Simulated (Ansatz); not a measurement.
Z-matrix (Å, degrees):
```
C
Al 1 1.952
H 1 1.096 2 110.2
H 1 1.096 2 110.1 3 -116.9
H 1 1.092 2 113.8 3 121.6
Si 2 2.458 1 121.8 3 -122.4
H 2 1.593 1 119.3 3 57.7
Sn 6 2.561 2 113.8 1 179.6
H 6 1.495 2 110.8 1 -59.1
H 6 1.495 2 110.9 1 58.2
H 8 1.710 6 110.5 2 59.7
H 8 1.710 6 110.5 2 -59.2
H 8 1.710 6 112.5 2 -179.8
```

The species carries charge 0 and has multiplicity 1. Sn: def2 effective core potential.

Task: List the PBE0/def2-TZVPP orbital energies in eV (Ansatz 0.2.0). (Best estimate.)

Result: Ansatz gave: Occupied: -1802.31, -1527.84, -277.61, -144.68, -139.64, -113.72, -99.35, -99.33, -99.31, -94.25, -94.25, -94.24, -73.86, -73.64, -73.61, -28.03, -28.03, -27.98, -27.90, -27.90, -19.20, -15.18, -13.53, -11.32, -11.21, -11.00, -9.85, -9.01, -8.83, -8.40, -8.00, -7.16. Lowest empty: -1.85, -0.40, 0.26, 0.42, 0.47, 1.02, 1.35, 1.60.
